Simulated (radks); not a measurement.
The numbers below are computed, except where a source is named.
Spherical quantum dot in the effective-mass picture: electrons in a hard-walled sphere of radius 7.5, with a point charge +1 (a donor) at the centre, all in effective atomic units (hartree* = m*/eps^2 hartree, bohr* = eps/m* bohr), one dielectric constant everywhere. Level of theory: non-relativistic Kohn-Sham, PBEsol, spin-polarised, spherical densities (a radial shooting solver with Libxc functionals). Levels are named by radial order and angular momentum (1s, 1p, 1d, 2s, ...), and open shells are averaged over m.

N = 15, configuration 1s2 1p6 1d(up 5, down 1) 2s(up 1, down 0). This is the lowest configuration that the search found. Occupied and some empty levels:

| level | occupation | eigenvalue (hartree*) | <r> (bohr*) |
|---|---|---|---|
| 1s up | 1 | 2.3127 | 4.663 |
| 1s down | 1 | 2.3492 | 5.100 |
| 1p up | 3 | 2.3660 | 5.373 |
| 1p down | 3 | 2.3948 | 5.352 |
| 2s up | 1 | 2.4348 | 2.352 |
| 1d up | 5 | 2.4420 | 5.514 |
| 1d down | 1 | 2.4715 | 5.495 |
| 1f up | 0 | 2.5474 | 5.631 |
| 1f down | 0 | 2.5778 | 5.617 |
| 2s down | 0 | 2.5863 | 2.420 |
| 1g up | 0 | 2.6802 | 5.733 |
| 1g down | 0 | 2.7114 | 5.723 |
| 2p up | 0 | 2.7989 | 3.700 |
| 2p down | 0 | 2.8363 | 3.871 |

Energy (hartree*): total 17.3129, kinetic 4.4712, external -3.6722, Hartree 19.705, exchange-correlation -3.1911.

Electron density:

| r (bohr*) | n(r) (e/bohr*^3) |
|---|---|
| 0.400 | 0.1386 |
| 0.773 | 0.06551 |
| 1.15 | 0.03158 |
| 1.52 | 0.01582 |
| 1.89 | 0.008554 |
| 2.27 | 0.005431 |
| 2.64 | 0.004418 |
| 3.01 | 0.004575 |
| 3.39 | 0.005553 |
| 3.76 | 0.007197 |
| 4.13 | 0.009336 |
| 4.51 | 0.01171 |
| 4.88 | 0.01390 |
| 5.25 | 0.01528 |
| 5.63 | 0.01518 |
| 6.00 | 0.01313 |
| 6.37 | 0.009295 |
| 6.75 | 0.004747 |
| 7.12 | 0.001270 |
| 7.49 | 3.018e-06 |
